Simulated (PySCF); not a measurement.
Compound: C₂H₈BF₂NSi.
InChI=1S/C2H8BF2NSi/c4-3(5)1-2-6-7/h6H,1-2H2,7H3

Torsions of this conformer, `[F:1][B:2]([F:3])[CH2:4][CH2:5][NH:6][SiH3:7]`: F1–B2–C4–C5 -24°, B2–C4–C5–N6 174°, C4–C5–N6–Si7 84°.

The closed-shell ground state was solved at several levels (PySCF, density fitting, gas phase, non-relativistic). Isolated species at its PBE0-D3(BJ)/def2-SVP geometry (one conformer only).

```csv
level,basis functions,total energy (Eh),HOMO (eV),LUMO (eV),gap (eV),dipole (D)
PBE0/pcSseg-1,166,-649.3945,-6.94,0.20,7.14,1.36
KT2/pcSseg-1,166,-657.7489,-5.66,-0.86,4.80,1.32
```

Estimate the row for wB97X-D/def2-SVPD, a basis of 214 functions; the other rows only guide the guess.

Total energy -649.4991 Eh, HOMO -8.87 eV, LUMO 1.65 eV, gap 10.52 eV, dipole 1.36 D.

Over all these levels, which gives the widest orbital gap and which the narrowest?

wB97X-D/def2-SVPD (range-separated hybrid) has the widest, 10.52 eV, and KT2/pcSseg-1 (GGA) the narrowest, 4.80 eV. Functional and basis both differ between the two, so the spread mixes both effects.

How far do the dipole and the HOMO energy spread over the levels?

The dipole runs from 1.32 to 1.36 D (mean 1.35 D) and the HOMO from -8.87 to -5.66 eV.

Note: wB97X-D ran without an empirical dispersion term, which enters the total energy and its gradient alone.
